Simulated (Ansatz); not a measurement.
A nudged elastic band was laid between two geometries of CH6FNSSi2 (12 atoms, charge 0, multiplicity 1).

Method: Ansatz, RKS B3LYP/6-31G*.

```json
{"movable images": "9", "climbing image": "yes", "spring": "5.0 eV/Å²", "optimiser": "quadratic models (default)", "start path": "IDPP", "force threshold": "0.03 eV/Å", "iteration limit": "60", "end points": "relaxed"}
```

Image 0:

```xyz
12
Properties=species:S:1:pos:R:3
F -0.917 0.118 1.840
C -1.063 0.119 0.455
S -1.985 1.594 -0.070
Si -1.048 -1.500 -0.461
N 0.144 -0.263 -0.232
Si 1.779 0.323 -0.083
H -1.030 2.499 0.251
H -0.937 -2.755 0.316
H -1.615 -1.693 -1.815
H 1.741 1.806 0.015
H 2.484 -0.206 1.115
H 2.523 -0.096 -1.298
```

Image 10:

```xyz
12
Properties=species:S:1:pos:R:3
F -1.213 0.840 1.434
C -1.113 0.287 0.159
S -1.815 1.429 -1.068
Si -1.060 -1.562 -0.028
N 0.164 -0.335 -0.078
Si 1.787 0.263 0.132
H -0.872 2.393 -0.944
H -1.184 -2.403 1.183
H -1.393 -2.278 -1.280
H 2.226 0.276 1.553
H 2.698 -0.620 -0.641
H 1.852 1.655 -0.388
```

Problem. Which bonds break or form, and what moves?

Solution. No bond is made or broken. The dihedral C2–N5–Si6–H11 goes from 77 to -163°. The two ends are copies of one structure, up to a mirror image or an exchange of like atoms.

Problem. Give the energies along the band, and the barrier.

Solution. The forces met the threshold. The highest image is number 5 of 0 to 10, 0.033 eV above the ends, which have the same energy within 2 meV. A vibrational analysis at the climbing image gives one clearly imaginary mode, 65i cm⁻¹: a first-order saddle point.

```json
{"image": "0", "path coordinate (Å)": "0.00", "energy (eV)": "0.000", "dihedral C2–N5–Si6–H11 (°)": "77"}
{"image": "1", "path coordinate (Å)": "0.44", "energy (eV)": "0.004", "dihedral C2–N5–Si6–H11 (°)": "88"}
{"image": "2", "path coordinate (Å)": "0.87", "energy (eV)": "0.015", "dihedral C2–N5–Si6–H11 (°)": "102"}
{"image": "3", "path coordinate (Å)": "1.31", "energy (eV)": "0.026", "dihedral C2–N5–Si6–H11 (°)": "118"}
{"image": "4", "path coordinate (Å)": "1.75", "energy (eV)": "0.032", "dihedral C2–N5–Si6–H11 (°)": "133"}
{"image": "5", "path coordinate (Å)": "2.18", "energy (eV)": "0.033", "dihedral C2–N5–Si6–H11 (°)": "146"}
{"image": "6", "path coordinate (Å)": "2.68", "energy (eV)": "0.030", "dihedral C2–N5–Si6–H11 (°)": "160"}
{"image": "7", "path coordinate (Å)": "3.18", "energy (eV)": "0.024", "dihedral C2–N5–Si6–H11 (°)": "170"}
{"image": "8", "path coordinate (Å)": "3.67", "energy (eV)": "0.014", "dihedral C2–N5–Si6–H11 (°)": "179"}
{"image": "9", "path coordinate (Å)": "4.17", "energy (eV)": "0.005", "dihedral C2–N5–Si6–H11 (°)": "-173"}
{"image": "10", "path coordinate (Å)": "4.66", "energy (eV)": "0.000", "dihedral C2–N5–Si6–H11 (°)": "-163"}
```

Problem. What is the geometry of the highest image?

Solution. 
```xyz
12
Properties=species:S:1:pos:R:3:forces:R:3
F -1.281 0.689 1.567 0.00 0.00 0.00
C -1.120 0.244 0.260 0.00 0.00 0.01
S -1.809 1.476 -0.890 0.00 0.00 0.00
Si -1.030 -1.581 -0.089 0.00 0.01 0.00
N 0.172 -0.340 0.024 0.00 -0.01 0.00
Si 1.798 0.290 0.018 0.00 0.00 0.01
H -0.980 2.488 -0.542 0.00 0.00 0.00
H -1.156 -2.548 1.024 0.00 0.00 0.00
H -1.333 -2.171 -1.414 0.00 0.00 0.00
H 1.862 1.485 0.898 0.00 0.00 0.00
H 2.706 -0.770 0.525 0.00 0.00 0.00
H 2.248 0.682 -1.345 0.00 0.00 0.00
```

The band took 10 iterations and about 5 core-minutes.

Time of the run: 2.6 min on 2 threads of AMD EPYC 9R45 96-Core Processor (Zen 5), on a shared host, peak memory 0.31 GiB.
